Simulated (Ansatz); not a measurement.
Frontier orbitals of C2H3F2NOSi (`C[Si](F)(F)N=C=O`).

The species carries charge 0 and has multiplicity 1. The structure was optimised at the PBE0-D4/def2-TZVP level. It is one conformer, not always the lowest. Basis def2-TZVPP, Ansatz.

Orbital energies of one run (eV). Highest occupied ones, from the top: -12.08, -12.09, -13.27, -14.70, -15.00, -15.27, -15.67, -15.90, -16.43, -16.82, -17.05, -17.41, -17.58, -18.25. Empty: 2.72, 2.86, 2.98, 3.57, 4.48, 4.81.

(1) Which functional gave them?
A. LC-ωPBE
B. r2SCANh
C. B97M-V
D. ωB97X-V

Answers

(1) A. HOMO energies: LC-ωPBE -12.08, r2SCANh -8.76, ωB97X-V -11.71, B97M-V -8.21 eV.

LC-ωPBE has ω = 0.4 bohr⁻¹.
